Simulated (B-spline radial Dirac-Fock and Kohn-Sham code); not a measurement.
How the levels of thulium move as electrons are removed

Method: ΔSCF Dirac-Fock with Breit, self-energy and vacuum polarisation, finite nucleus, configuration average. Computed with a B-spline atomic structure program. Each ion is free and in its tabulated ground configuration. Correlation and solid-state effects are left out.

Reference: Tm³⁹⁺, [Ar] 3d10 4s2, with 1s 61199.8 eV, 2s 11898.2 eV, 2p1/2 11399.5 eV, 2p3/2 10426.3 eV, 3p3/2 3561.4 eV, Kα1 (K-L3) 50773.5 eV, Kβ1 (K-M3) 57638.4 eV. Shifts from it, in eV (a dash: the subshell is empty, belongs to an open shell averaged over j, or its hole state is left out as unreliable):

```
  ion  configuration      1s      2s   2p1/2   2p3/2   3p3/2     Kα1      Kβ1
Tm⁴⁰⁺  [Ar] 3d10 4s1   +79.0   +72.0   +75.0   +74.5   +66.1   +4.51   +12.87
Tm⁴¹⁺      [Ar] 3d10  +161.3  +146.8  +150.8  +149.7  +132.8  +11.63   +28.56
Tm⁴²⁺       [Ar] 3d9  +308.7  +289.4  +295.1  +292.9  +238.9  +15.79   +69.78
Tm⁴³⁺       [Ar] 3d8  +458.5  +434.0  +441.6  +438.3  +346.3  +20.23  +112.15
```

Over this range K (1s) moves by +458.5 eV and Kα1 by +20.2 eV: a line is a difference of two levels that shift in the same direction.
